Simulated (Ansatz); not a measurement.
`[CH3][Al]([NH2])[SH]` + `[CH3][GaH][C](=N)F` → `[CH3][Al]([NH2])[C](=N)F` + `[CH3][GaH][SH]`  (redistribution)

Isolated molecules relaxed with PBE0-D4/def2-TZVP in Ansatz; ΔE leaves out vibrations. CBS: MP2 limit from def2 TZ/QZ plus the TZ coupled-cluster correction, frozen cores. This one scheme is used for every species. DFT in def2-TZVPP. For Ga outer-core shells are correlated without core-valence functions, which leaves a few kJ/mol of doubt a bond. Scalar relativity is left out up to krypton. Each species was taken in one conformer, which may not be the lowest.

Is it downhill or uphill in electronic energy at CCSD(T)/CBS, and by how much? (Estimate.)

The calculation gave: Downhill: ΔE = -5.3 kJ/mol.

What do these levels give: revPBE-D4, BLYP-D4, r2SCAN-D4, r2SCAN0-D4, B2PLYP, PBE-QIDH, PBE, LC-ωPBE, MP2/def2-TZVPP, SCS-MP2/def2-TZVPP, HF/def2-QZVPP, SCS-MP2/def2-QZVPP? (An estimate is asked.)

Ansatz gave: revPBE-D4 -7.2, BLYP-D4 -10.6, r2SCAN-D4 -7.6, r2SCAN0-D4 -6.0, B2PLYP -7.3, PBE-QIDH -3.9, PBE -8.9, LC-ωPBE -1.9, MP2/def2-TZVPP -3.0, SCS-MP2/def2-TZVPP -3.6, HF/def2-QZVPP -4.3, SCS-MP2/def2-QZVPP -3.8 kJ/mol.

What do rigid-rotor, harmonic-oscillator terms from PBE0-D4/def2-TZVP frequencies (298.15 K, 1 bar) make of the CCSD(T)/CBS value? (An estimate is asked.)

Ansatz gave: ΔZPE = +1.8 kJ/mol, ΔH = -4.3 kJ/mol, ΔS = -7 J/(mol·K), ΔG = -2.3 kJ/mol. Modes under 50 cm⁻¹ make the entropy rough.

Largest T1 diagnostic among the species: 0.014.

At CCSD(T), def2-SVP lies −5.8 kJ/mol from the extrapolated value and def2-TZVPP +0.9 kJ/mol. From BLYP to BHLYP (50 % exact exchange), in def2-TZVPP and without D4, ΔE moves by +4.1 kJ/mol.
